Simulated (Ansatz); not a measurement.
Stepwise reaction of `[SiH3][O][GeH3]` with hydrogen chloride, as a gas-phase model of exchange steps in deposition or etching. ΔE in kJ/mol; ΔG adds harmonic PBE0-D4 terms to CCSD(T)/CBS, at 1 bar.

Calculated with Ansatz (gas phase, PBE0-D4/def2-TZVP geometries, no zero-point term in ΔE). CBS: MP2 limit from def2 TZ/QZ plus the TZ coupled-cluster correction, frozen cores. This one scheme is used for every species. DFT in def2-TZVPP. B3LYP here is the variant with VWN-RPA as its local correlation; programs differ in this. For Ge outer-core shells are correlated without core-valence functions, which leaves a few kJ/mol of doubt a bond. Scalar relativity is left out up to krypton. One conformer a species, not always the lowest.

```
step                                                 reaction  PBE-D4  B3LYP-D4  ωB97M-V  CCSD(T)/CBS  ΔG(500 K)
   1       `[SiH3][O][GeH3]` + HCl → `Cl[SiH2][O][GeH3]` + H₂   -95.8     -95.0    -97.1        -96.1      -85.5
   2  `Cl[SiH2][O][GeH3]` + HCl → `Cl[SiH](Cl)[O][GeH3]` + H₂   -91.7     -89.8    -91.7        -90.0      -84.8
```

Task: By hand: ΔE of the 2 steps together at CCSD(T)/CBS.

Result: (-96.1) + (-90.0) = -186.1 kJ/mol, or -93.0 kJ/mol a step.

In ΔE each step is higher than the one before. All are downhill at CCSD(T)/CBS. ΔG lies between -85.5 and -84.8 kJ/mol a step. PBE-D4 differs from CCSD(T)/CBS by -1.7 to 0.3 kJ/mol a step. Isolated molecules leave out the surface, adducts and barriers. Largest T1 diagnostic: 0.012.
